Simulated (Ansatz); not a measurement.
Geometry optimisation, Ansatz 0.2.0, RKS LDA/STO-3G.

The input (input.yaml):

```yaml
crystal:
  periodic: [false, false, false]
  atoms:
    - { symbol: Si, position_ang: [0.0, 0.0, 0.0] }
    - { symbol: "N", position_ang: [0.0, 0.0, 1.82] }
    - { symbol: H, position_ang: [-0.877, -0.2713, 2.35] }
    - { symbol: H, position_ang: [0.877, 0.2713, 2.35] }
    - { symbol: C, position_ang: [1.7634, 0.0, -0.6227] }
    - { symbol: H, position_ang: [2.1111, -1.0463, -0.7509] }
    - { symbol: H, position_ang: [1.8119, 0.5276, -1.5981] }
    - { symbol: H, position_ang: [2.4154, 0.5187, 0.1108] }
    - { symbol: O, position_ang: [-0.7913, 1.3709, -0.5594] }
    - { symbol: H, position_ang: [-1.7491, 1.1401, -0.7818] }
    - { symbol: O, position_ang: [-0.7913, -1.3709, -0.5594] }
    - { symbol: H, position_ang: [-1.2459, -1.8365, 0.2129] }
basis:
  gaussian: { orbitals: STO-3G }
hamiltonian:
  xc: lda
relax:
  f_tol: 0.02
  max_steps: 40
output:
  orbitals: {}
```

Command:

```bash
$ ansatz run input.yaml --threads 1 --pin off --max-ram 2048MiB --backend cpu --events-out ev --progress --plain --runs-dir out
```

Problem. Where does it end, and by what steps?

Solution. It converged. Limits of this set-up: minimal basis. After 19 steps the energy has fallen by 0.479 eV; H6 moved furthest, 0.75 Å.

```tsv
step	energy less start (eV)	largest force component (eV/Å)	accepted
0	0.0000	3.139	yes
1	-0.2876	1.734	yes
2	-0.3838	1.010	yes
3	-0.4370	0.506	yes
4	-0.4521	0.280	yes
5	-0.4551	0.401	yes
6	-0.4643	0.224	yes
7	-0.4683	0.191	yes
8	-0.4718	0.134	yes
9	-0.4684	0.350	no
10	-0.4745	0.054	yes
11	-0.4753	0.068	yes
12	-0.4760	0.063	yes
13	-0.4768	0.127	yes
14	-0.4775	0.087	yes
15	-0.4782	0.025	yes
16	-0.4786	0.048	yes
17	-0.4788	0.040	yes
18	-0.4790	0.024	yes
19	-0.4790	0.005	yes
```

```xyz
12
Properties=species:S:1:pos:R:3
Si -0.037 -0.005 0.004
N 0.003 -0.384 1.714
H -0.814 -0.042 2.273
H 0.863 -0.054 2.210
C 1.738 0.033 -0.563
H 2.322 -0.764 -0.084
H 1.810 -0.101 -1.650
H 2.205 0.996 -0.315
O -0.723 1.470 -0.497
H -1.725 1.250 -0.538
O -1.062 -1.192 -0.663
H -1.056 -1.903 0.078
```

Whether the end is a true minimum wasn't checked by a vibrational analysis.

Run time: 39 s on 1 thread of Arm Neoverse V2 (shared host), peak memory 0.14 GiB.
